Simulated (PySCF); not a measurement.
# Bond lengths and vibrations by method: BGeH4O cation

All numbers below are calculated, not measured. They come from PySCF 2.14.0, an open-source quantum chemistry program, on an isolated molecule that a program drew, which may never have been made. The molecule is BGeH4O cation (charge +1, singlet), drawn as the SMILES string `O[BH][GeH2+]`.

The geometry was optimised and harmonic frequencies were computed with HF and MP2, all in the cc-pVDZ basis, for the commonest isotopes, with a restricted reference for singlets and an unrestricted one otherwise, and a frozen core in MP2. Germanium has the cc-pVDZ-PP basis, with a core potential (ECP10MDF) in place of its 10 inner electrons, and its 3s, 3p and 3d shells are frozen in MP2. Each result is a local minimum of its method.

Geometry at the HF minimum:
```xyz
7
BGeH4O cation, angstrom
O     0.1373   -0.9949    2.2654
B    -0.5092   -0.3532    1.3158
Ge   -1.7417    1.1858    2.1259
H     0.7159   -1.7034    1.9991
H    -0.4835   -0.5245    0.1405
H    -1.2746    2.6139    2.3560
H    -3.1856    0.9802    2.5539
```

Lengths of the bonds as drawn, in Å (atoms numbered as above):
| bond | HF | MP2 |
|---|---|---|
| O1-B2 | 1.316 | 1.334 |
| B2-Ge3 | 2.132 | 2.122 |
| O1-H4 | 0.953 | 0.975 |
| B2-H5 | 1.188 | 1.198 |
| Ge3-H6 | 1.520 | 1.529 |
| Ge3-H7 | 1.520 | 1.529 |

Rotational constants, in GHz:
```
constant     HF    MP2
       A  37.38  37.07
       B  3.368  3.355
       C  3.216  3.202
```

Harmonic frequencies in cm^-1, each column in rising order, so a row needn't be the same motion in every method:
```
rank,HF,MP2
1,108,96
2,205,191
3,391,369
4,475,462
5,664,640
6,673,656
7,933,895
8,946,900
9,1023,975
10,1225,?
11,1458,1405
12,2296,2231
13,2312,2256
14,2817,2740
15,4063,3764
```

**Estimate the missing MP2 frequency from the HF column.**

A single factor s that minimises the squared misfit of MP2 against s times HF over the other rows is sum(HF x MP2) / sum(HF^2) = 0.9525, with an rms misfit of 38 cm^-1. For rank 10 it gives 0.9525 x 1225 = 1167 cm^-1. The calculation gives 1159 cm^-1, 8 cm^-1 below the estimate. The drawn bonds are on average 0.9 % longer in MP2 than in HF.
